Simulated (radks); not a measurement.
Initial-state core-level shifts of the iron ion Fe3+ when its valence configuration changes from [Ar] 3d5. Method: scalar-relativistic Kohn-Sham, r2SCAN, spin-polarised, spherical densities, finite nucleus; open shells are filled with parallel spins first; meta-GGA in the generalised Kohn-Sham scheme; Fermi nuclear charge, rms radius 3.7377 fm; computed with a radial shooting solver on a logarithmic mesh with Libxc functionals. Shifts are changes of the shell-averaged eigenvalues in eV (positive: less bound); the change of the density at the nucleus, which sets a Mossbauer isomer shift, is in e/bohr^3, on a base of 1.519e+04.

valence               1s       2p       3s       3p  density at nucleus
3d3 4s2          -20.565  -22.917  -18.147  -17.560             +35.963
3d4.5 4s0.5       -4.797   -5.352   -4.364   -4.214              +8.306
3d4 4p1          -10.949  -12.044   -9.973   -9.661              +3.672
3d4 4s1           -9.745  -10.882   -8.779   -8.478             +17.217
3d3.5 4s0.5 4p1  -16.068  -17.789  -14.434  -13.972             +12.676
3d3 4s1 4p1      -21.383  -23.763  -18.964  -18.353             +22.572
3d2.5 4s0.5 4p2  -28.038  -31.089  -24.671  -23.902             +18.037
3d3 4p2          -22.547  -24.899  -20.101  -19.478              +8.037
3d1.5 4s1.5 4p2  -40.017  -44.523  -34.319  -33.277             +40.487
